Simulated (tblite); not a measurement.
Q: What does the GFN2-xTB structure of `[C]#CC/C(=C\C)CF` [radical] look like in three dimensions? (Doublet state.)

A: 
Z-matrix in Å and degrees, rows numbered from 1:
```
C 
C   1  1.1953
C   2  1.4742  1  174.96
C   3  1.4963  2  108.71  1  -164.89
C   4  1.3343  3  123.64  2   -83.76
C   5  1.4905  4  125.35  3     0.07
C   4  1.5028  3  113.98  2    93.98
F   7  1.3701  4  112.55  3  -176.99
H   3  1.0926  2  108.10  1   -44.11
H   3  1.0912  2  107.98  1    74.09
H   5  1.0813  4  118.46  3  -178.95
H   6  1.0870  5  110.12  4   153.92
H   6  1.0874  5  111.54  4    32.92
H   6  1.0917  5  110.10  4   -87.54
H   7  1.0983  4  110.99  3    63.69
H   7  1.0977  4  110.36  3   -57.61
```

C4 (carbon bonded to 3 C) is planar (angles 123.6°, 122.3° and 114.0°, sum 360.0°, 0.02 Å off the plane of its three neighbours). The 6 C–C bonds span 1.195 Å (C1≡C2, drawn triple) to 1.503 Å (C4–C7, drawn single), a spread of 0.308 Å. Of the pairs four or more bonds apart, F8···H11 is among the closest relative to their van der Waals radii: 2.36 Å, 88 % of the sum of Bondi's values. C5 (carbon bonded to 2 C and H) is planar (angles 125.3°, 118.5° and 116.2°, sum 360.0°, 0.01 Å off the plane of its three neighbours).

The geometry is computed with GFN2-xTB (gas phase). This method treats the open shell by occupation alone, without spin polarisation.

Point group: C1 (no symmetry element, even within 0.4 Å). Its GFN2-xTB frequencies are all real (lowest 22 cm⁻¹). Torsions: C2–C3–C4–C5 -84°, C3–C4–C7–F8 -177°.

On one thread, Arm Neoverse V2 (aarch64), shared host with 96 logical CPUs at a one-minute load of 77, this took 0.54 s wall. That covers the optimisation of the geometry.

One conformer stands for the species.
